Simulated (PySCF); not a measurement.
Species: H7PSiSn.
Geometry (PBE0-D3(BJ)/def2-SVP, Å), atoms numbered from 1 in this order:
```
atom  x, y, z in Å
Si1    1.765    0.740    0.068
Sn2   -0.193   -0.886   -0.280
P3    -2.328    0.467   -0.374
H4     3.063    0.000    0.121
H5     1.816    1.729   -1.051
H6     1.581    1.478    1.354
H7    -0.244   -2.057    0.977
H8    -0.045   -1.705   -1.781
H9    -3.154   -0.654   -0.049
H10   -2.212    0.867    0.995
```

Computed, not measured: PBE0-D3(BJ)/def2-SVP geometry optimisation, gas phase, def2 core potentials past Kr (PySCF).

Question: Which atoms are bound to Sn2, and at what distances?

Answer: 4 atoms: H8 1.716 Å, H7 1.718 Å, P3 2.530 Å, Si1 2.569 Å. The nearest atom not counted as bound is H10, at 2.96 Å.

Question: List the angles at Sn2.

Answer: 
| angle | degrees | distance of the outer atoms (Å) |
| --- | --- | --- |
| P3–Sn2–H7 | 111.5 | 3.54 |
| Si1–Sn2–H8 | 110.8 | 3.56 |
| Si1–Sn2–H7 | 110.8 | 3.56 |
| H7–Sn2–H8 | 108.5 | 2.79 |
| Si1–Sn2–P3 | 108.0 | 4.13 |
| P3–Sn2–H8 | 107.2 | 3.45 |

Question: What is the shape at Sn2?

Answer: Tetrahedral: angles from 107.2° to 111.5°; τ4 = (360° − α − β)/141° = 0.98 with α and β the two widest (0 for a square, 1 for a tetrahedron).

Question: What are the other bond lengths?

Answer: Si1–H4, Si1–H5, Si1–H6 1.494 Å; P3–H9, P3–H10 1.431 Å.

Question: What are the rotational constants (commonest isotopes, rigid rotor)?

Answer: A = 4539, B = 1737, C = 1314 MHz: an asymmetric top.

Charge 0, singlet. PBE0-D3(BJ)/def2-SVP frequencies: not computed here.

The run took 23 s wall on one thread of an Arm Neoverse V2, on a shared host, and the process peaked at 0.40 GiB of memory. These figures are those of the optimisation.

One conformer stands for the species.
